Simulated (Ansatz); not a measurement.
`F[CH2][GeH3]` → `[CH2][GeH3]`• + F• at 400 K and 1 bar (homolysis of the C–F bond).

Program: Ansatz. Geometries: PBE0-D4/def2-TZVP. ΔE: electronic, gas phase. CCSD(T)/CBS is the MP2 limit (def2-TZVPP, def2-QZVPP) plus CCSD(T) − MP2 in def2-TZVPP, frozen cores. This one scheme is used for every species, atoms too. Open shells (•) are unrestricted, without spin–orbit coupling. Spin–orbit coupling would lower the free atoms: a little for F. Bonds to Ge are less sure, by a few kJ/mol each and by 10 to 20 or more in all where they break to atoms, as the def2 sets lack core-valence functions. Scalar relativity is left out up to krypton.

```csv
species,CCSD(T)/CBS energy (Eh),H − E (kJ/mol),S (J/(mol·K))
`F[CH2][GeH3]`,-2216.93494,162.6,326.2
`[CH2][GeH3]`•,-2117.09111,141.8,319.2
F•,-99.66871,8.3,166.6
```

H − E and S are ideal-gas, rigid-rotor, harmonic terms from PBE0-D4/def2-TZVP, with the whole ground term of open shells counted as degenerate. 1 Eh = 2625.50 kJ/mol, R = 8.31446 J/(mol·K).

Q: By hand: ΔE, ΔH, ΔS and ΔG.

A: ΔE = (-2117.09111) + (-99.66871) − (-2216.93494) = 0.17512 Eh = 459.8 kJ/mol. Δ(H − E) = 141.8 + 8.3 − 162.6 = -12.5, so ΔH = 447.3 kJ/mol. ΔS = 319.2 + 166.6 − 326.2 = 159.6 J/(mol·K). ΔG = 447.3 − 400 × (159.6)/1000 = 383.5 kJ/mol.

Q: By hand: the equilibrium constant, and the temperature at which ΔG would vanish if ΔH and ΔS stayed fixed.

A: log₁₀ K = −ΔG/(RT ln 10) = -50.1. ΔG = 0 at ΔH/ΔS = 2803 K, far beyond where these terms or the molecules hold.

The number of gas molecules changes by +1, which sets the sign of ΔS. A doubt of 5 kJ/mol in ΔE shifts log₁₀ K by 0.7 here. Modes under 60 cm⁻¹, often nearly free rotors, make the harmonic entropy too high. These are equilibria of isolated gas molecules and say nothing of rates. Largest T1 diagnostic: 0.012 (customary marks: 0.02 for closed shells, 0.045 for open ones).
